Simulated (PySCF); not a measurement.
A PySCF script (with the pyscf-properties extension) for the NMR shieldings of SMILES C/C=C\[P@+](C)(N)N(C)C, [C6H16N2P]+, on a GFN2-xTB geometry:

```python
import basis_set_exchange as bse
import numpy as np
from pyscf import gto, dft
from pyscf.prop import nmr

atoms = """
C     2.304586   -1.429334   -0.143538
C     2.057330   -0.520155   -1.283138
C     1.094239    0.396864   -1.357706
P    -0.044408    0.816816   -0.029339
C    -1.072539    2.195687   -0.614942
N     0.654981    1.396351    1.351955
N    -0.873911   -0.517746    0.484397
C    -1.300213   -1.523310   -0.478757
C    -1.807427   -0.348037    1.591427
H     2.293366   -2.461564   -0.492661
H     1.560820   -1.310165    0.641736
H     3.302470   -1.251654    0.258240
H     2.727316   -0.635672   -2.126577
H     0.983614    1.019170   -2.235241
H    -0.453102    3.042587   -0.902072
H    -1.745157    2.496604    0.188071
H    -1.655947    1.874386   -1.476987
H     1.283266    0.771563    1.841567
H     1.020944    2.337908    1.304734
H    -2.304155   -1.324281   -0.861422
H    -0.603108   -1.559610   -1.313577
H    -1.309265   -2.495735    0.014736
H    -1.843800   -1.277201    2.160323
H    -2.817589   -0.119692    1.242529
H    -1.463244    0.450363    2.245375
"""
names = dict.fromkeys(["C", "P", "N", "H"], "pcSseg-1")
basis = {el: gto.basis.parse(bse.get_basis(n, elements=[el], fmt="nwchem")) for el, n in names.items()}
mol = gto.M(atom=atoms, basis=basis, charge=1, verbose=0)
mf = dft.RKS(mol, xc="PBE0")
mf.grids.level = 2
mf.grids.alignment = dft.numint.BLKSIZE   # the property module wants whole blocks of grid points
mf.conv_tol = 1e-9
mf.kernel()

calc = nmr.RKS(mf)   # GIAO
C = mf.mo_coeff
Co = C[:, mf.mo_occ > 0]
resp = mf.gen_response(singlet=True, hermi=2)
def vind(x):   # induced exchange potential for any number of trial vectors
    d = np.einsum("pi,xij,qj->xpq", C, 2 * x.reshape(-1, C.shape[1], Co.shape[1]), Co, optimize=True)
    return np.einsum("xpq,pi,qj->xij", resp(d - d.transpose(0, 2, 1)), C, Co, optimize=True).ravel()
mo1, _ = nmr.rhf.solve_mo1(calc, with_cphf=vind)
sigma = calc.kernel(mo1)
for i, s in enumerate(sigma):   # ppm
    print("%2d %-2s %9.2f" % (i, mol.atom_pure_symbol(i), np.trace(s) / 3))
```

Q: What are the results?

A: 
```
 0 C     163.46
 1 C      12.00
 2 C      70.03
 3 P     276.31
 4 C     174.96
 5 N     216.65
 6 N     223.72
 7 C     149.36
 8 C     150.67
 9 H      29.13
10 H      29.34
11 H      29.21
12 H      23.87
13 H      26.06
14 H      29.93
15 H      29.64
16 H      29.90
17 H      29.20
18 H      29.45
19 H      29.13
20 H      28.69
21 H      28.64
22 H      28.60
23 H      29.12
24 H      27.85
```

These numbers come from an equivalent density-fitted implementation of the same equations, which agrees with the script to about 0.01 ppm for H and up to a few tenths of a ppm for heavy atoms, so last digits may differ.

Q: Turn these shieldings into chemical shifts. Shifts are taken against calculated references (same method and geometry level): TMS for ¹³C (σ = 186.93 ppm), ¹H (σ = 31.72 ppm); H3PO4 for ³¹P (σ = 318.38 ppm); ¹⁵N (σ = 267.73 ppm) against NH3.

A: Averaging equivalent atoms: C 1: 174.9; C 2: 116.9; C 7/8: 36.9; C 0: 23.5; C 4: 12.0; P 3: 42.1; N 5: 51.1; N 6: 44.0; H 12: 7.84; H 13: 5.65; H 19/20/21/22/23/24: 3.05; H 9/10/11: 2.49; H 17/18: 2.39; H 14/15/16: 1.89 ppm. Experimental scales use liquid or dissolved standards, which lie at an offset from isolated NH3 (liquid NH3: subtract about 20 ppm) and H3PO4.

Size and cost of the density-fitted run: 240 basis functions, 110 s wall time on 1 thread of an Arm Neoverse N1, shared host; peak memory 1.1 GiB.
